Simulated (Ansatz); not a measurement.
The same path of BrH + ClF3H2O2W (11 atoms, charge 0, multiplicity 1) was run twice with different band settings. Lost on the way: W1–F2, Br10–H11. Made: W1–Br10, F2–H11.

Theory: RKS PBE/def2-SVP in Ansatz.

Relaxed end points:

```xyz
11
Properties=species:S:1:pos:R:3
W -0.111 0.052 -0.378
F 0.407 0.327 1.441
F 1.707 0.297 -0.814
Cl -0.390 2.362 -0.485
F -1.918 -0.073 0.115
O 0.156 -1.773 0.033
H 0.388 -2.139 0.910
O -0.472 -0.270 -2.165
H -0.210 -0.285 -3.102
Br 2.530 1.981 3.590
H 1.569 1.348 2.721
```

```xyz
11
Properties=species:S:1:pos:R:3
W 0.137 0.426 -0.450
F 1.226 -1.077 2.890
F 1.922 0.509 -1.044
Cl -0.151 2.593 -1.291
F -1.630 0.523 0.194
O 0.472 -1.081 0.532
H 0.780 -1.304 1.488
O -0.428 -0.347 -2.052
H -0.764 0.003 -2.900
Br 0.894 1.684 1.728
H 1.200 -0.103 2.771
```

Common settings: movable images 7; climbing image yes; spring 5.0 eV/Å²; optimiser quadratic models (default); force threshold 0.05 eV/Å; iteration limit 60; end points relaxed.

| run | start path |
| --- | --- |
| 1 | through a guess of the saddle point |
| 2 | straight line |

Task: What does each run give, and how far can it be trusted?

Result: Run 1: converged after 47 iterations, highest image 0.772 eV above the first end. A vibrational analysis at the climbing image gives one clearly imaginary mode, 86i cm⁻¹: a first-order saddle point.
Run 2: converged after 27 iterations, highest image 0.909 eV above the first end. The order of the point at the top wasn't checked.
The orbitals stay closed-shell, which can raise the energy where a bond breaks towards radicals; this wasn't checked here.
